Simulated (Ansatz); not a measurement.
```yaml
crystal:
  periodic: [false, false, false]
  atoms:
    - {symbol: C, position_ang: [-1.190720, 1.383329, -1.604359]}
    - {symbol: Ga, position_ang: [0.195259, 5.625041, -1.414053]}
    - {symbol: Sn, position_ang: [0.940617, -1.624358, 1.330466]}
    - {symbol: H, position_ang: [-3.553159, 1.283934, -1.110574]}
    - {symbol: H, position_ang: [-0.884364, 0.517130, -3.837809]}
    - {symbol: H, position_ang: [0.653889, -0.369494, 4.872972]}
    - {symbol: H, position_ang: [4.600068, -1.867130, 0.469216]}
    - {symbol: H, position_ang: [-0.558970, -5.074072, 1.171382]}
basis:
  gaussian: {orbitals: def2-mTZVP}
hamiltonian: {xc: {name: PBE-QIDH}, pseudopotentials: {relativity: scalar}}
scf: {lower_state_search: off}
output: {forces: true}
```

```sh
$ ansatz run in.yaml --threads 2 --pin off --events-out ev --progress --plain --max-ram 4352MiB
```

Output, abridged:

```
Functional definition: PBE-QIDH
1117 factors; integrals over basis functions are off by at most 2.8e-4 eV
mean field evaluation 1: about -59668.6326 eV, gradient 3.4e1 eV
mean field evaluation 2: about -59668.6461 eV, gradient 3.4e1 eV
mean field evaluation 4: about -59636.6761 eV, gradient 7.4e1 eV
mean field evaluation 8: about -59678.8911 eV, gradient 3.4e0 eV
mean field evaluation 16: about -59678.9999 eV, gradient 1.0e-1 eV
mean field evaluation 32: about -59679.0010 eV, gradient 7.7e-4 eV
mean field -59679.00102581 eV, -2193.1628358186 hartree, gradient 6.7e-6 eV, S^2 0.000000; 0 other end points of the search recorded, 0 dependent functions left out; unrestricted orbitals would lower it
14 core orbitals not correlated: weight in the atoms' cores, before any rotation towards them, 1.000 or more for the frozen orbitals, at most 0.000 for the correlated occupied ones
reference -59679.00105029 eV, -2193.1628367185 hartree; 18, 18 occupied and 74, 74 virtual orbitals, 1117 factors
second order -20.24335132 eV of doubles, -0.00000000 eV of singles
Total energy: -59685.74883407 eV, -2193.4108131983 hartree
Relativity: scalar
Atom 0 at    -1.190720     1.383329    -1.604359 Å, force    -1.094409    -0.509496    -0.926130 eV/Å
Atom 1 at     0.195259     5.625041    -1.414053 Å, force    -0.203975    -0.459296    -0.073320 eV/Å
Atom 2 at     0.940617    -1.624358     1.330466 Å, force     0.196104    -0.402272     0.298999 eV/Å
Atom 3 at    -3.553159     1.283934    -1.110574 Å, force     1.867803     0.076581    -0.553398 eV/Å
Atom 4 at    -0.884364     0.517130    -3.837809 Å, force    -0.400300     0.728923     1.765289 eV/Å
Atom 5 at     0.653889    -0.369494     4.872972 Å, force     0.066168    -0.267358    -0.754385 eV/Å
Atom 6 at     4.600068    -1.867130     0.469216 Å, force    -0.787926     0.051841     0.192228 eV/Å
Atom 7 at    -0.558970    -5.074072     1.171382 Å, force     0.356535     0.781078     0.050715 eV/Å
Dipole moment:     0.716914     2.985962    -0.125446 e Å
Checks for a lower state left out: starts, cluster_reference, orbital_swaps, neighbouring_geometries, increment
```

Problem. What is wrong with this run?

Solution. The geometry is stretched to more than twice its size. The run converged. The result belongs to that input, not to the molecule as meant.
